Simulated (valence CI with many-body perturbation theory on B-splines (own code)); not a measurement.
E1 line list for Ne VI

Level of theory: relativistic CI+MBPT: three valence electrons over a frozen Dirac-Fock core [He], radial functions for each j: 11 s, 11 p, 9 d, 7 f, 5 g, 2 h, 1 i, with the one-electron correlation potential Σ1 (screened to all orders), the two-electron term Σ2, the three-electron term Σ3, Breit, model QED; selected single and double excitations, second order for the rest, scaled by the run's own slope (own B-spline code, finite nucleus).

Against 28 measured levels this calculation errs by 163 cm⁻¹ on average and by 445 at most. These come from a selection out of NIST levels in Podobedova, Fuhr, Reader and Wiese, J. Phys. Chem. Ref. Data 33, 525 (2004). Levels without a partner in it may be off by more. 2 measured levels below the end of the list, from 983000 cm⁻¹ on, found no clear computed partner, and computed levels of the same name lie up to 9623 cm⁻¹ from them.

Lines 1 to 50 of 253 in falling wavelength, among levels below 127.41 eV, chosen from the strongest by gf and those to the six lowest levels. Wavelengths and rates use the calculated energies, so an error of 200 cm⁻¹ moves a line at 501.6 nm by 1 % and its rate by three times that or more. Electric multipoles are in the length gauge, E1 and E2 with the static RPA response of the core. Weak lines are less certain than strong ones. Lines between different terms over intervals too small for the method are left out, as are lines whose strength nearly cancels. The highest levels of a list are the least certain.

Names give the largest LS component (configuration and term), which can be under half, so a name can repeat, a term be missing and a line seem to break the LS rules; names also repeat where a configuration has a term twice. Letters in brackets count levels of one name in rising energy.

```tsv
λ vac (nm)	λ from measured levels	Upper	Lower	A (s⁻¹)	log gf	Branch %
1601		2s²4d ²D_3/2	2s2p3d ²F°_5/2 [b]	8.37e+05	-0.89	0.0
1593		2s²4d ²D_5/2	2s2p3d ²F°_7/2 [b]	8.07e+05	-0.73	0.0
596.6		2s²4d ²D_3/2	2s²4p ²P°_3/2	6.72e+06	-0.84	0.0
595.6		2s²4d ²D_5/2	2s²4p ²P°_3/2	4.05e+07	0.11	0.1
592.1		2s²4d ²D_3/2	2s²4p ²P°_1/2	3.44e+07	-0.14	0.1
501.6	497.5	2s2p3p ²P_3/2 [a]	2s2p3s ²P°_3/2 [a]	1.07e+07	-0.79	0.0
383.0		2s²4p ²P°_1/2	2s²4s ²S_1/2	9.89e+07	-0.36	1.2
381.2		2s²4p ²P°_3/2	2s²4s ²S_1/2	1.00e+08	-0.06	1.2
377.1		2s2p3d ²F°_7/2 [b]	2s2p3p ²D_5/2 [b]	1.35e+07	-0.64	0.0
375.8		2s2p3d ²F°_5/2 [b]	2s2p3p ²D_3/2 [b]	1.27e+07	-0.79	0.0
317.4		2s2p3d ⁴D°_5/2	2s2p3p ⁴P_5/2	1.11e+07	-1.00	0.0
314.9		2s2p3d ⁴D°_7/2	2s2p3p ⁴P_5/2	4.45e+07	-0.28	0.0
314.7		2s2p3d ⁴D°_3/2	2s2p3p ⁴P_3/2	2.27e+07	-0.87	0.0
313.2		2s2p3d ⁴D°_5/2	2s2p3p ⁴P_3/2	3.32e+07	-0.53	0.0
312.3		2s2p3d ⁴D°_1/2	2s2p3p ⁴P_1/2	3.94e+07	-0.94	0.0
311.5		2s2p3d ⁴D°_3/2	2s2p3p ⁴P_1/2	2.08e+07	-0.92	0.0
268.9		2s2p3d ⁴P°_5/2	2s2p3p ⁴P_5/2	2.51e+07	-0.79	0.0
266.2	267.8	2s2p3d ²P°_3/2	2s2p3p ²S_1/2 [a]	6.58e+07	-0.55	0.1
263.0	264.9	2s2p3d ²P°_1/2	2s2p3p ²S_1/2 [a]	7.02e+07	-0.84	0.1
260.5		2s2p3d ⁴F°_7/2	2s2p3p ⁴D_7/2	1.38e+07	-0.95	2.4
258.3		2s2p3d ⁴F°_5/2	2s2p3p ⁴D_5/2	2.52e+07	-0.82	4.7
257.1		2s2p3d ⁴F°_3/2	2s2p3p ⁴D_3/2	2.92e+07	-0.94	8.2
257.0		2s2p3d ⁴F°_9/2	2s2p3p ⁴D_7/2	1.12e+08	0.04	100.0
255.8		2s2p3d ⁴F°_7/2	2s2p3p ⁴D_5/2	9.86e+07	-0.11	17.5
255.5		2s2p3d ⁴F°_3/2	2s2p3p ⁴D_1/2	7.62e+07	-0.53	21.4
255.5		2s2p3d ⁴F°_5/2	2s2p3p ⁴D_3/2	8.36e+07	-0.31	15.6
229.0		2s2p3p ⁴D_5/2	2s2p3s ⁴P°_5/2	4.69e+07	-0.65	26.6
227.0		2s2p3p ⁴D_3/2	2s2p3s ⁴P°_3/2	8.53e+07	-0.58	5.0
226.0		2s2p3p ⁴D_1/2	2s2p3s ⁴P°_1/2	1.38e+08	-0.67	5.3
225.6	225.5	2s2p3p ²D_5/2 [a]	2s2p3s ²P°_3/2 [a]	1.69e+08	-0.11	0.3
225.4	225.4	2s2p3p ²D_3/2 [a]	2s2p3s ²P°_1/2 [a]	1.39e+08	-0.37	0.2
225.4		2s2p3p ⁴D_7/2	2s2p3s ⁴P°_5/2	1.74e+08	0.03	98.2
224.8		2s2p3p ⁴D_5/2	2s2p3s ⁴P°_3/2	1.26e+08	-0.24	71.4
224.7		2s2p3p ⁴D_3/2	2s2p3s ⁴P°_1/2	7.43e+07	-0.65	4.3
224.2		2s2p3d ⁴P°_5/2	2s2p3p ⁴S_3/2	1.16e+08	-0.28	0.1
224.0		2s²3d ²D_5/2	2s²3p ²P°_3/2	1.58e+08	-0.15	0.1
222.8		2s²3d ²D_3/2	2s²3p ²P°_1/2	1.33e+08	-0.40	0.1
222.5		2s2p3d ⁴P°_3/2	2s2p3p ⁴S_3/2	1.11e+08	-0.48	0.1
221.4		2s2p3d ⁴P°_1/2	2s2p3p ⁴S_3/2	1.08e+08	-0.80	0.1
217.9		2s2p3p ²D_3/2 [b]	2s2p3s ²P°_1/2 [b]	1.21e+08	-0.46	1.1
217.8	218.3	2s2p3d ²F°_7/2 [a]	2s2p3p ²D_5/2 [a]	2.09e+08	0.07	0.1
217.6	218.3	2s2p3d ²F°_5/2 [a]	2s2p3p ²D_3/2 [a]	1.95e+08	-0.08	0.1
217.5		2s2p3p ²D_5/2 [b]	2s2p3s ²P°_3/2 [b]	1.52e+08	-0.19	1.3
211.5		2s2p3d ⁴D°_7/2	2s2p3p ⁴D_7/2	4.13e+07	-0.66	0.0
209.5		2s2p3d ⁴D°_5/2	2s2p3p ⁴D_5/2	2.99e+07	-0.93	0.0
209.3		2s2p3p ²P_1/2 [b]	2s2p3s ²P°_1/2 [b]	1.26e+08	-0.78	0.4
208.3		2s2p3p ²P_3/2 [b]	2s2p3s ²P°_3/2 [b]	1.52e+08	-0.40	0.5
208.3		2s2p3p ²P_3/2 [b]	2s2p3s ²P°_1/2 [b]	3.95e+07	-0.99	0.1
205.7	205.7	2s²3p ²P°_1/2	2s²3s ²S_1/2	2.12e+08	-0.57	7.9
204.4	204.3	2s²3p ²P°_3/2	2s²3s ²S_1/2	2.16e+08	-0.27	8.1
```
